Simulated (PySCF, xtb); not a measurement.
C3H7ClSi, SMILES C(/C=C\Cl)[SiH3]. Other conformers were not sampled.

Harmonic wavenumbers (cm⁻¹) from GFN2-xTB in xtb 6.7.1 at its own minimum, in rising order: 42, 106, 176, 216, 416, 505, 521, 555, 685, 736, 769, 779, 785, 788, 819, 868, 1037, 1123, 1194, 1221, 1282, 1459, 1675, 2261, 2266, 2298, 2989, 2996, 3064, 3092.

Task: What does PBE-D3(BJ)/def2-SVP in PySCF give at its own minimum? (An estimate is asked for; the answer gives what the named calculation found.)

Result: 46, 131, 162, 226, 439, 483, 545, 584, 657, 745, 756, 838, 881, 897, 911, 914, 994, 1105, 1126, 1201, 1289, 1373, 1644, 2156, 2167, 2184, 2987, 3053, 3093, 3152. Paired by order, the mean absolute difference is 45 cm⁻¹ and the zero-point energies are 52.5 and 52.5 kcal/mol.
